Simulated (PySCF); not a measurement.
GaF3, SMILES [F][Ga]([F])[F]. Atoms are numbered in the order given.

```xyz
4

Ga     0.0000     0.0000     0.0000
F     -1.7274     0.0000     0.0000
F      0.8637     1.4959     0.0000
F      0.8637    -1.4959     0.0000
```

The structure is a stationary point at PBE0-D3(BJ)/def2-SVP. The isomer is the one that the SMILES or the coordinates give; other isomers of the formula were not compared.

Computed with IEF-PCM-B3LYP/def2-SVP (PySCF).

The values are the electrostatic part of the solvation free energy, E(continuum) − E(gas) at the gas-phase geometry, in a cavity of scaled van der Waals radii (PySCF's table); cavitation and dispersion terms are not included. A continuum can't describe solvent molecules that bind to the metal. In vacuum the orbital gap is 8.45 eV. The dipole moment in vacuum is 0.00 D.

| solvent | ε | ΔG(elec) (kcal/mol) | dipole (D) | gap (eV) |
|---|---|---|---|---|
| water | 78.36 | -7.8 | 0.00 | 8.74 |
| 1-octanol | 9.86 | -6.7 | 0.00 | 8.70 |
| chloroform | 4.71 | -5.5 | 0.00 | 8.66 |
